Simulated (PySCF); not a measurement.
# Hartree-Fock beside MP2: AlCH4O anion

These are calculations, not measurements. They come from PySCF 2.14.0, an open-source quantum chemistry program, on an isolated molecule that a program drew, which may never have been made. The molecule is AlCH4O anion (charge -1, singlet), drawn as the SMILES string `[CH3][AlH][O-]`.

The geometry was optimised and harmonic frequencies were computed with HF and MP2, all in the aug-cc-pV(D+d)Z basis, for the commonest isotopes, with a restricted reference for singlets and an unrestricted one otherwise, and a frozen core in MP2. Each result is a local minimum of its method.

Geometry at the HF minimum:
```xyz
7
AlCH4O anion, angstrom
C    -0.9972   -0.1203    1.6920
Al    0.4075   -1.0427    0.5770
O     1.7486   -1.7785    1.1177
H    -1.1029    0.9363    1.4063
H    -0.7727   -0.1550    2.7638
H    -1.9871   -0.5755    1.5427
H    -0.0465   -0.9189   -0.9929
```

Lengths of the bonds as drawn, in Å (atoms numbered as above):
| bond | HF | MP2 |
|---|---|---|
| C1-Al2 | 2.017 | 2.024 |
| Al2-O3 | 1.622 | 1.678 |
| C1-H4 | 1.100 | 1.109 |
| C1-H5 | 1.096 | 1.105 |
| C1-H6 | 1.100 | 1.109 |
| Al2-H7 | 1.639 | 1.638 |

Rotational constants, in GHz:
```
constant     HF    MP2
       A  30.12  29.34
       B  5.678    5.5
       C  4.922   4.77
```

Harmonic frequencies in cm^-1, each column in rising order, so a row needn't be the same motion in every method:
| rank | HF | MP2 |
|---|---|---|
| 1 | 75 | 79 |
| 2 | 235 | ? |
| 3 | 448 | 411 |
| 4 | 549 | 521 |
| 5 | 648 | 597 |
| 6 | 680 | 628 |
| 7 | 808 | 757 |
| 8 | 1049 | 914 |
| 9 | 1269 | 1156 |
| 10 | 1532 | 1430 |
| 11 | 1539 | 1436 |
| 12 | 1724 | 1709 |
| 13 | 3087 | 3005 |
| 14 | 3133 | 3086 |
| 15 | 3177 | 3121 |

**Estimate the missing MP2 frequency from the HF column.**

A single factor s that minimises the squared misfit of MP2 against s times HF over the other rows is sum(HF x MP2) / sum(HF^2) = 0.9679, with an rms misfit of 47 cm^-1. For rank 2 it gives 0.9679 x 235 = 227 cm^-1. The calculation gives 210 cm^-1, 17 cm^-1 below the estimate. The drawn bonds are on average 1.0 % longer in MP2 than in HF.
